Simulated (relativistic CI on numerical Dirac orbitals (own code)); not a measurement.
# Energy levels of Ga

Calculated at this level of theory: Dirac-Coulomb-Breit CI, separate exchange-only KLI orbitals for each configuration, model QED (radiative potential, 1s self-energy scaled to tabulated hydrogen-like ionisation energies), valence Slater integrals scaled by 0.85, P86 correlation energy added to each configuration (own radial code, finite nucleus).

CI space (outside the closed core [Ar] 3d10): 4s²4p, 4s²5s, 4s²5p, 4s²4d, 4s²6s, 4s4p², 4s²6p, 4s²5d, 4s²4f, 4s²6d, 4s²5f, 4s²5g, 4s²6f, 4p³, 4s4p4d. Levels of other configurations are missing.

The lowest level is 4s²4p ²P°1/2, with 97 % of that term; Hund's rules for 4s²4p give ²P° with J = 1/2, in agreement.

```csv
No.,Configuration,Term,J,E (eV),%,Landé g
1,4s²4p,²P°,1/2,0.0000,97,0.666
2,4s²4p,²P°,3/2,0.0862,97,1.334
3,4s²5s,²S,1/2,3.5241,100,2.002
4,4s4p²(3P),⁴P,1/2,4.1701,100,2.670
5,4s4p²(3P),⁴P,3/2,4.2116,100,1.735
6,4s4p²(3P),⁴P,5/2,4.2792,100,1.601
7,4s²5p,²P°,1/2,4.5257,100,0.666
8,4s²5p,²P°,3/2,4.5390,100,1.334
9,4s²4d,²D,3/2,4.6972,94,0.800
10,4s²4d,²D,5/2,4.6976,94,1.201
11,4s²6s,²S,1/2,5.1492,100,2.002
12,4s²6p,²P°,1/2,5.5001,100,0.666
13,4s²6p,²P°,3/2,5.5051,100,1.334
14,4s²5d,²D,3/2,5.5227,89,0.800
15,4s²5d,²D,5/2,5.5242,90,1.201
16,4s²4f,²F°,7/2,5.7827,100,1.143
17,4s²4f,²F°,5/2,5.7827,100,0.857
18,4s²6d,²D,3/2,5.9233,90,0.800
19,4s²6d,²D,5/2,5.9248,91,1.200
```

Energies count from the lowest computed level; ° marks odd parity. Percentages are summed over parent terms; the parents shown are those of the largest component, closed shells are left out there.

The mean weight of the leading LS term, summed over parents, in these 19 levels is 97 %, and that of the leading jj configuration (from the same eigenvectors) 92 %.

For a near-neutral ion this model can misplace configurations by up to about 10,000 cm⁻¹ (more where the count of f electrons changes) and terms by 10 to 25 % of their spread. Rates follow the energies as ν³ (E1, M1) or ν⁵ (E2), so they and the lifetimes can be off by large factors. The fine structure of a lone outer electron comes out too small, for d and f at times inverted, and misplaced configurations move strength between like terms. 7 of the 7 excited levels that our extract of the measured tables holds in this range could be paired (the sources list more); they are missed by 2976 cm⁻¹ on average and 3946 at most, and levels without a partner can miss by more.
